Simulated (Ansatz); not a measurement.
Abstraction of Cl: C2H5ClSi + BCl2 → C2H5Si + BCl3

Species: C2H5ClSi `C=C[SiH2]Cl`, singlet; BCl2 `Cl[B]Cl`, doublet; C2H5Si `C=C[SiH2]`, doublet; BCl3 (boron trichloride) `ClB(Cl)Cl`, singlet. A radical takes Cl: the energy is the difference in strength between the Si–Cl bond broken and the B–Cl bond made.

Shapes, held fixed at every level: PBE0-D4/def2-TZVP. Flexible molecules stand in one conformer, not always the lowest. Programs: Ansatz 0.2.0. The zero-point and thermal change to 298 K, harmonic and unscaled (PBE0-D4/def2-TZVP), is -2.6 kJ/mol.

Estimate ΔH(298 K) of this reaction.

B2PLYP/def2-TZVPP gives ΔH(298 K) = -37.4 kJ/mol; the levels span -62.0 to -20.7. The median of the levels is -38.0. No measured value is set beside it here. Spin contamination: C2H5Si (⟨S²⟩ up to 0.90). Open shells run unrestricted. Times are processor times on shared x86 and Arm servers, and rough.

```json
{"level": "HF/def2-TZVPP", "kind": "Hartree–Fock", "ΔH(298 K) (kJ/mol)": "-20.7", "CPU time (sum over the molecules)": "–"}
{"level": "SPW92/def2-TZVPP", "kind": "LDA", "ΔH(298 K) (kJ/mol)": "-62.0", "CPU time (sum over the molecules)": "11 s"}
{"level": "PBE0-D4/def2-TZVPP", "kind": "global hybrid", "ΔH(298 K) (kJ/mol)": "-44.8", "CPU time (sum over the molecules)": "25 s"}
{"level": "r2SCAN0-D4/def2-TZVPP", "kind": "global hybrid", "ΔH(298 K) (kJ/mol)": "-38.0", "CPU time (sum over the molecules)": "48 s"}
{"level": "wB97M-V/def2-TZVPP", "kind": "range-separated hybrid", "ΔH(298 K) (kJ/mol)": "-41.2", "CPU time (sum over the molecules)": "92 s"}
{"level": "wB97X-V/def2-TZVPP", "kind": "range-separated hybrid", "ΔH(298 K) (kJ/mol)": "-37.0", "CPU time (sum over the molecules)": "64 s"}
{"level": "B2PLYP/def2-TZVPP", "kind": "double hybrid", "ΔH(298 K) (kJ/mol)": "-37.4", "CPU time (sum over the molecules)": "39 s"}
```
